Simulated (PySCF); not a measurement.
**Electron correlation in Ga+ (gallium, charge +1)**

[Ar] 3d10 4s2, closed-shell 1S. Calculation: PySCF 2.14, in pcseg-2 (6s5p3d1f, 43 functions); no relativity, point nucleus. Frozen: [Ar] 3d10; 2 electrons correlated.

Total MP2 correlation energy: -26.10 mhartree.

Same-spin part 0.00 and opposite-spin part -26.10 mhartree; SCS-MP2 scales them by 1/3 and 6/5 to -31.32 mhartree.

With two correlated electrons CCSD is exact within the correlated space (frozen core and kept virtual orbitals).

```json
{"level": "CCSD", "correlation energy (mhartree)": "-36.82"}
```

Diagnostics: T1 = 0.0055, D1 = 0.0078, largest double amplitude 0.099.

Q: Is a single reference adequate?

A: Mostly. T1 lies below 0.03, but a double amplitude of this size points to a near-degeneracy that CCSD handles and MP2 describes poorly.
